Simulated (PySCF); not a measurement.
Atom-mapped SMILES (the numbers label the heavy atoms): `[CH:1]#[C:2][C:3]#[C:4][CH2:5][C:6]#[C:7][C:8]#[CH:9]`. Hydrogens are named by the atom that carries them.

All values are calculated (PySCF 2.14): GIAO PBE0/pcSseg-1 shieldings, GFN2-xTB geometry. Rapidly exchanging positions averaged, in vacuum, one conformer, non-relativistic Hamiltonian.

Problem. Predict the 2D correlation tables (HSQC, COSY, HMBC).

Solution. 

HSQC (one-bond C–H):
```tsv
δH	δC
3.49 (H(C5))	12.9 (C5)
1.28 (H(C1)/H(C9))	73.4 (C1/C9)
```

HMBC (two and three bonds, from the bond graph):
```tsv
δH	δC
3.49 (H(C5))	75.5 (C3/C7), 73.2 (C4/C6)
1.28 (H(C1)/H(C9))	75.5 (C3/C7), 73.8 (C2/C8)
```

No COSY cross peaks are expected.

References, each an isolated molecule treated in the same way: 1H and 13C vs TMS.

Shifts are as computed. Against solution values, carbons near 30 ppm lie about +3 ppm off and those near 130 ppm about +5 ppm. Of 1211 compounds with measured shifts, 218 miss one by over three times the rms of a fit or turn the order of signals round; such compounds aren't used in these exercises.
